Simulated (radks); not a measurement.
Results of a calculation; reference values are marked as such.
Neutral caesium inside a hard spherical wall (all orbitals vanish at R), configuration held at [Xe] 6s1 and not refilled when levels cross. Level of theory: scalar-relativistic Kohn-Sham, PBE, spin-polarised, spherical densities, point nucleus; open shells are filled with parallel spins first (spin-orbit coupling, left out, can overturn this in heavy ions) (a radial shooting solver on a logarithmic mesh with Libxc functionals). Eigenvalues in eV for spin up, with the zero of energy where the potential of the charges vanishes at infinity; a dash marks a level that is unbound or too diffuse for the functional's potential to be trusted. A positive occupied level is held by the wall or, in an anion where self-interaction has pushed it up, behind a barrier. The pressure on the wall is -dE/dV.

R (bohr),E (hartree),kinetic (hartree),e(4d),e(5s),e(5p),e(6s),"e(6p, empty)","e(5d, empty)",pressure (GPa)
free,-7786.9347,8204.681,-74.205,-26.705,-13.513,-2.268,-0.868,-0.519,0
20,-7786.9347,8204.681,-74.204,-26.704,-13.512,-2.267,-0.861,-0.514,< 0.0001
15,-7786.9345,8204.683,-74.176,-26.676,-13.484,-2.247,-0.779,-0.464,0.00186
12,-7786.9327,8204.696,-74.047,-26.550,-13.362,-2.142,-0.503,-0.303,0.0234
10,-7786.9266,8204.727,-73.794,-26.304,-13.125,-1.872,0.068,0.000,0.128
7,-7786.8713,8204.942,-72.764,-25.338,-12.219,0.035,3.387,1.409,2.20
6,-7786.7982,8205.218,-71.917,-24.600,-11.534,2.209,6.739,2.652,7.24
5,-7786.6012,8206.005,-70.048,-23.098,-10.081,7.288,13.876,5.245,30.8
3.5,-7784.9777,8212.398,-59.831,-15.170,-1.295,36.813,49.946,19.086,523
3,-7782.8273,8220.128,-51.091,-7.326,8.068,66.350,83.448,32.726,1680
2,-7761.8705,8287.431,-7.575,54.182,80.795,262.46,293.57,126.56,31200
